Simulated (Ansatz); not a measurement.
Consider the cleavage of the Si–B bond: `NB[SiH2][SiH3]` + `B[SeH]` → `B[Se][SiH2][SiH3]` + `BN`.

Program: Ansatz. Geometries: PBE0-D4/def2-TZVP. ΔE: electronic, gas phase. CCSD(T)/CBS is the MP2 limit (def2-TZVPP, def2-QZVPP) plus CCSD(T) − MP2 in def2-TZVPP, frozen cores. This one scheme is used for every species. DFT in def2-TZVPP. For Se outer-core shells are correlated without core-valence functions, which leaves a few kJ/mol of doubt a bond. Scalar relativity is left out up to krypton. Each species was taken in one conformer, which may not be the lowest.

| level | ΔE (kJ/mol) |
| --- | --- |
| r2SCAN-D4 | -64.0 |
| ωB97X-V | -65.3 |
| B2PLYP | -67.4 |
| MP2/CBS(def2) | -82.0 |

(1) What does CCSD(T)/CBS give? (An estimate is asked.)

Largest T1 diagnostic among the species: 0.014.

Answers

(1) Computed: -71.0 kJ/mol. The listed levels differ from it by 7.0, 5.7, 3.6, -11.0 kJ/mol.

The D4 term adds −6.3 kJ/mol with B3LYP and −3.4 kJ/mol with PBE0; it sums over pairs of atoms, weighted by their polarisabilities, and B3LYP, whose exchange is more repulsive, gets the larger term. From PBE to PBE0 (25 % exact exchange), in def2-TZVPP and without D4, ΔE moves by −4.9 kJ/mol.

B3LYP here is the variant with VWN-RPA as its local correlation; programs differ in this.
